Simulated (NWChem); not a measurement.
Species: C2H8OSi; SMILES C[C@@H](O)[SiH3]

```xyz
12

C     -1.1614     1.2604     0.1248
C      0.0352     0.4889    -0.3980
O      1.1987     1.0746     0.1683
Si    -0.0284    -1.3672     0.0523
H     -1.0619     2.3269    -0.1320
H     -2.1008     0.8844    -0.3081
H     -1.2276     1.1859     1.2213
H      0.0488     0.5817    -1.5047
H      1.9728     0.6706    -0.2373
H     -0.1656    -1.5285     1.5312
H      1.2586    -2.0010    -0.3796
H     -1.1588    -2.0731    -0.6303
```
Atoms are numbered in this order, from 1.

Results from NWChem. Medium grid unless said otherwise, to which SCAN and Minnesota functionals are sensitive. Geometry: optimised at PBE0/def2-SVP. Hybrids' shares of exact exchange are those that their runs print; pure functionals count as 0. The functionals differ in more than this share.

```
row              share of exact exchange  orbital gap (eV)
---------------  -----------------------  ----------------
PBE/def2-SVP                        0.00              5.70
MN15-L/def2-SVP                     0.00              6.61
B3LYP/def2-SVP                      0.20          withheld
PBE0/def2-SVP                       0.25              8.11
PW6B95/def2-SVP                     0.28              8.24
```

Task: Fit a straight line of the last column on the one before it, predict the withheld value, and compare with the run.

Result: 
1. Means of the 4 shown rows: x = 0.133, y = 7.165. Slope Σ(x − x̄)(y − ȳ)/Σ(x − x̄)² = 0.5372/0.07068 = 7.602; intercept 6.158.
2. The shown rows scatter about the line by 0.324 (root mean square); the largest residual is -0.46, at PBE/def2-SVP.
3. At x = 0.20 (B3LYP/def2-SVP; inside the shown range) the line gives 7.68.
4. The run gives 7.60, -0.08 from the line, 0.2 times the scatter.
